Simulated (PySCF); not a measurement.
Computed shifts of a molecule C2H12N2Si2, B3LYP/pcSseg-1 (PySCF), GIAO, gas phase, atoms alike by connectivity averaged where their shifts nearly agree, in ppm (number of nuclei): ¹³C: 35.6 (1), 0.3 (1). ²⁹Si: -4.7 (1), -62.8 (1). ¹⁵N: 26.3 (1), 6.9 (1). ¹H: 4.83 (1), 4.81 (3), 2.77 (1), 2.34 (1), 0.79 (1), 0.62 (1), 0.47 (3), 0.07 (1). References: ¹³C against TMS (σ = 181.3 ppm); ²⁹Si against TMS (σ = 338.7 ppm); ¹⁵N against NH3 (σ = 265.5 ppm); ¹H against TMS (σ = 31.68 ppm), references at their B3LYP-D3(BJ)/def2-TZVP geometries, non-relativistic. The structure is a stationary point at B3LYP-D3(BJ)/def2-SVP. One conformer was computed; it need not be the lowest.

Task: Which molecule gave these data?
(A) CC[SiH2]N[SiH2]N
(B) C[Si@H](CN)N[SiH3]
(C) C[C@@H]([SiH3])N[SiH2]N
(D) NC[SiH2]C[SiH2]N

Result: B, C[Si@H](CN)N[SiH3]
